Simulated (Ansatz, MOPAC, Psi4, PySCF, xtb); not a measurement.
Noncovalent pair: C2H6 (SMILES CC) (first 8 atoms) with CH3Br (SMILES CBr); geometry from B3LYP-D3(BJ)/def2-TZVP, rigid monomers moved along the line of their centres of mass till C2···H11 is 3.94 Å.
(charge 0, multiplicity 1):
| atom | x (Å) | y (Å) | z (Å) |
|---|---|---|---|
| C | 0.7162 | -0.4709 | 0.1097 |
| C | -0.5395 | 0.3000 | 0.5056 |
| H | 0.5301 | -1.1220 | -0.7468 |
| H | 1.0769 | -1.0946 | 0.9295 |
| H | 1.5270 | 0.2085 | -0.1584 |
| H | -0.8938 | 0.9289 | -0.3134 |
| H | -0.3480 | 0.9502 | 1.3611 |
| H | -1.3557 | -0.3761 | 0.7715 |
| C | 0.6417 | -0.9614 | 5.0461 |
| Br | 1.9111 | 0.5276 | 5.0247 |
| H | -0.0930 | -0.7757 | 4.2710 |
| H | 0.1820 | -0.9864 | 6.0277 |
| H | 1.1987 | -1.8708 | 4.8502 |

Interaction energies are E(AB) − E(A) − E(B) at the monomers' geometry in the complex; basis-set methods are counterpoise corrected. Rows marked so take none.

Frozen-core correlation. Filled d and f shells under p-block atoms count as core. Rows in 6-31G*, STO-3G carry no dispersion term and start afresh at each structure (6-31G* with six Cartesian d functions); the Pople sets are all-electron and without relativity. The state that AM1 reach isn't checked.

The values were computed with Ansatz (a quantum-chemistry and plane-wave program); MOPAC for AM1 (differences of heats of formation); Psi4 for SAPT; PySCF for 6-31G* rows, STO-3G rows; xtb for the GFN methods. Each number belongs to the level named beside it.

| level | interaction energy (meV) |
|---|---|
| GFN-FF | -23.9 |
| AM1 | 0.4 |
| GFN2-xTB | -24.9 |
| HF/STO-3G (no counterpoise) | -0.5 |
| HF/6-31G* (no counterpoise) | -3.0 |
| M06-2X/6-31G* (no counterpoise) | -21.3 |
| MP2/aug-cc-pVDZ | -23.2 |
| CCSD(T)/aug-cc-pVDZ | ___ |
| SAPT0/aug-cc-pVDZ | -23.6 |

Task: Some entries are withheld; supply them.

Result: 
- CCSD(T)/aug-cc-pVDZ, interaction energy (meV): -22.3
